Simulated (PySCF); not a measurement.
**Electronic structure of Cu²⁺ (copper, charge +2) at the r2SCAN level**

Configuration: [Ar] 3d9, 2D determinant. Calculation: PySCF 2.14, in aug-cc-pVQZ-PP with ECP10MDF (7s7p6d4f3g2h, 135 functions); a scalar-relativistic core potential.

```json
{"Total energy": "-196.1483 hartree", "One-electron energy": "-338.1627 hartree", "Hartree (Coulomb) energy": "160.2734 hartree", "Exchange-correlation energy": "-18.2589 hartree", "⟨S²⟩": "0.7510", "⟨L²⟩": "6.013", "Sum of ⟨r⟩": "14.19 bohr", "Sum of ⟨r²⟩": "14.93 bohr²", "Traceless quadrupole moment −½Σ⟨3z² − r²⟩ along its main axis": "-0.339 e·bohr²"}
```

```tsv
shell	electrons	mean orbital energy (hartree)	spread (hartree)	rms radius, mean of both spins (bohr)
3s α	1	-5.37883	0	0.764
3s β	1	-5.30535	0	0.764
3p α	3	-3.73620	0.08664	0.810
3p β	3	-3.66576	0.00648	0.810
3d α	5	-1.11849	0.10165	1.04
3d β	4	-1.07338	0.08699	1.04
```

Energies and moments cover only the electrons outside the core potential.
